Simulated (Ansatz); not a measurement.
Level of theory: frozen-core CCSD(T)/def2-TZVPP // BP86-D3(BJ)/def2-SVP (Ansatz, a program for electronic structure).

Ansatz 0.2 input:
```yaml
crystal:
  periodic: [false, false, false]
  atoms:
    - { symbol: W, position_ang: [-0.083834, 0.070728, 0.111572] }
    - { symbol: O, position_ang: [0.347124, -0.029659, 1.804484] }
    - { symbol: N, position_ang: [-0.604997, 0.195267, -1.902746] }
    - { symbol: H, position_ang: [-1.056563, 0.990609, -2.375237] }
    - { symbol: H, position_ang: [-0.399362, -0.498273, -2.635244] }
    - { symbol: N, position_ang: [1.644052, 0.906137, -0.331764] }
    - { symbol: H, position_ang: [2.36986, 1.103641, 0.364783] }
    - { symbol: H, position_ang: [1.906595, 1.186293, -1.279488] }
    - { symbol: N, position_ang: [-1.635369, 1.260518, 0.377169] }
    - { symbol: H, position_ang: [-2.333103, 1.4704, -0.341346] }
    - { symbol: H, position_ang: [-1.809952, 1.771556, 1.24812] }
    - { symbol: N, position_ang: [-0.258625, -1.874776, -0.167825] }
    - { symbol: H, position_ang: [-0.68144, -2.304491, -0.994758] }
    - { symbol: H, position_ang: [0.096732, -2.57309, 0.492721] }
basis:
  gaussian: { orbitals: def2-TZVPP }
correlation:
  method: ccsd_t
```

Output:

```
Functional definition: HF
1979 factors; integrals over basis functions are off by at most 1.0e-3 eV
mean field evaluation 1: about -9889.8670 eV, gradient 8.4e1 eV
mean field evaluation 2: about -9890.1393 eV, gradient 8.4e1 eV
mean field evaluation 4: about -9902.3995 eV, gradient 2.0e1 eV
mean field evaluation 8: about -9903.2451 eV, gradient 1.5e0 eV
mean field evaluation 16: about -9903.2512 eV, gradient 2.4e-6 eV
mean field evaluation 32: about -9891.3152 eV, gradient 9.2e0 eV
mean field -9903.25117336 eV, -363.9377679562 hartree, gradient 2.4e-6 eV, S^2 0.000000; 0 other end points of the search recorded, 0 dependent functions left out
5 core orbitals not correlated
reference -9903.25117336 eV, -363.9377679562 hartree; 24, 24 occupied and 294, 294 virtual orbitals, 1979 factors
second order -44.92935740 eV of doubles, -0.00000000 eV of singles
cycle   1  -41.68147818 eV  change     3.2e0 eV  update   3.0e-1
cycle   2  -43.45285483 eV  change    -1.8e0 eV  update   2.1e-1
cycle   3  -43.90137645 eV  change   -4.5e-1 eV  update   5.2e-2
cycle   4  -43.97042084 eV  change   -6.9e-2 eV  update   2.5e-2
cycle   5  -43.92487784 eV  change    4.6e-2 eV  update   7.8e-3
cycle   6  -43.92589062 eV  change   -1.0e-3 eV  update   4.3e-3
cycle   7  -43.92732062 eV  change   -1.4e-3 eV  update   1.3e-3
cycle   8  -43.92629658 eV  change    1.0e-3 eV  update   9.1e-4
cycle   9  -43.92650409 eV  change   -2.1e-4 eV  update   4.0e-4
cycle  10  -43.92698779 eV  change   -4.8e-4 eV  update   1.8e-4
cycle  11  -43.92674533 eV  change    2.4e-4 eV  update   9.8e-5
cycle  12  -43.92663185 eV  change    1.1e-4 eV  update   4.6e-5
cycle  13  -43.92673900 eV  change   -1.1e-4 eV  update   1.6e-5
cycle  14  -43.92670575 eV  change    3.3e-5 eV  update   9.5e-6
perturbative correction -2.38800869 eV, -0.0877577006 hartree
Total energy: -9949.56588780 eV, -365.6398023188 hartree
```

Cost: around 30 core-minutes (rough).
